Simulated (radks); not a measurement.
The numbers below are computed, except where a source is named.
Task: All-electron atom: Os2.5+ in [Xe] 4f14 5d4.5 6p1 (fractional occupations, a model configuration). Level of theory: scalar-relativistic Kohn-Sham, LDA (Slater exchange, Perdew-Wang correlation), spin-unpolarised, spherical densities, point nucleus (a radial shooting solver on a logarithmic mesh with Libxc functionals). Some entries of the table are withheld. Estimate them.

| orbital | occ. | eigenvalue (Ry) | <r> (bohr) | <r^2> (bohr^2) |
|---|---|---|---|---|
| 1s | 2 | -5427.806 | 0.01774 | 0.0004337 |
| 2s | 2 | -947.1693 | 0.07493 | 0.006647 |
| 2p | 6 | -825.2901 | 0.06730 | 0.005535 |
| 3s | 2 | -222.0306 | 0.1940 | 0.04305 |
| 3p | 6 | (1) | 0.1947 | 0.04393 |
| 3d | 10 | -146.2315 | 0.1763 | 0.03639 |
| 4s | 2 | -48.49500 | 0.4320 | (2) |
| 4p | 6 | -36.75630 | 0.4597 | 0.2404 |
| 4d | 10 | -22.18547 | (3) | 0.2771 |
| 5s | 2 | -8.86492 | 1.001 | (4) |
| 4f | 14 | -5.98132 | 0.5556 | 0.3803 |
| 5p | 6 | -5.84034 | 1.156 | 1.509 |
| 5d | 4.5 | -2.41537 | 1.601 | 2.965 |
| 6p | 1 | (5) | 3.007 | 10.11 |

Result: 
(1) 3p eigenvalue (Ry): -186.2524
(2) 4s <r^2> (bohr^2): 0.2107
(3) 4d <r> (bohr): 0.4892
(4) 5s <r^2> (bohr^2): 1.124
(5) 6p eigenvalue (Ry): -1.45992
